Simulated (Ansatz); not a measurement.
Gas-phase electronic energies from Ansatz, PBE0-D4/def2-TZVP geometries. CCSD(T)/CBS is the MP2 limit (def2-TZVPP, def2-QZVPP) plus CCSD(T) − MP2 in def2-TZVPP, frozen cores. This one scheme is used for every species, atoms too. For atomizations the MP2-based limit and the directly extrapolated one differ by several kJ/mol either way, and by 10 to 25 for some Ge, Se and Sn compounds, so smaller differences from it don't rank the levels. DFT in def2-TZVPP. B3LYP here is the variant with VWN-RPA as its local correlation; programs differ in this. Open shells (•) are unrestricted, without spin–orbit coupling. Spin–orbit coupling would lower the free atoms: a little for Cl, F, O, Si. One conformer a species, not always the lowest.

Reaction (atomization): `O[Si@H](Cl)[Si@H](F)Cl` → 2 Cl• + F• + 3 H• + O• + 2 Si•

| level | ΔE (kJ/mol) | difference from CCSD(T)/CBS |
| --- | --- | --- |
| revPBE-D4 | 3134.3 | -75.0 |
| BLYP-D4 | 3151.0 | -58.3 |
| B97M-V | 3214.8 | 5.5 |
| ωB97X-V | 3212.4 | 3.1 |
| B2PLYP | 3132.9 | -76.4 |
| PBE0 | 3136.0 | -73.3 |
| B3LYP | 3107.5 | -101.8 |
| r2SCAN0 | 3133.7 | -75.6 |
| CCSD(T)/def2-SVP | 2883.4 | -325.9 |
| MP2/def2-QZVPP | 3266.8 | 57.5 |
| CCSD(T)/CBS | 3209.3 | 0 |

Largest T1 diagnostic among the species: 0.012.

The D4 term adds +47.9 kJ/mol with B3LYP and +25.4 kJ/mol with PBE0; it sums over pairs of atoms, weighted by their polarisabilities, and B3LYP, whose exchange is more repulsive, gets the larger term. From r2SCAN to r2SCAN0 (25 % exact exchange), in def2-TZVPP and without D4, ΔE moves by −66.5 kJ/mol: exact exchange takes away binding that semilocal exchange gives to molecules.
